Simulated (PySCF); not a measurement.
Job for PySCF: R-B3LYP/LANL2DZ on BrGaH2O2 (SMILES [OH][Ga]([OH])[Br]), a point of a torsion scan.

```python
from pyscf import gto, scf, dft, mp
from pyscf.data.elements import chemcore

mol = gto.M(
    atom='''
    O    -1.02697977   -1.04944446    0.36629934
    Ga   -0.23421580    0.44112949   -0.00596081
    O     1.44795717    0.55675998   -0.41122044
    Br   -1.27492097    2.40343089    0.35180392
    H    -1.58889688   -1.63477390   -0.13333561
    H     2.01777970   -0.20572280   -0.50081368
    ''',
    basis='lanl2dz',
    ecp={'Br': 'lanl2dz', 'Ga': 'lanl2dz'},
    charge=0, spin=0, verbose=3, max_memory=1800)
mf = dft.RKS(mol, xc='b3lyp')
mf.conv_tol = 1e-8
mf.max_cycle = 100
mf.kernel()
if not mf.converged:
    mf = mf.newton().run(mf.mo_coeff, mf.mo_occ)
```

It printed:

```
converged SCF energy = -166.994304726955
```

The calculation finished and met its thresholds.

Cost: around 4 core-seconds (rough).
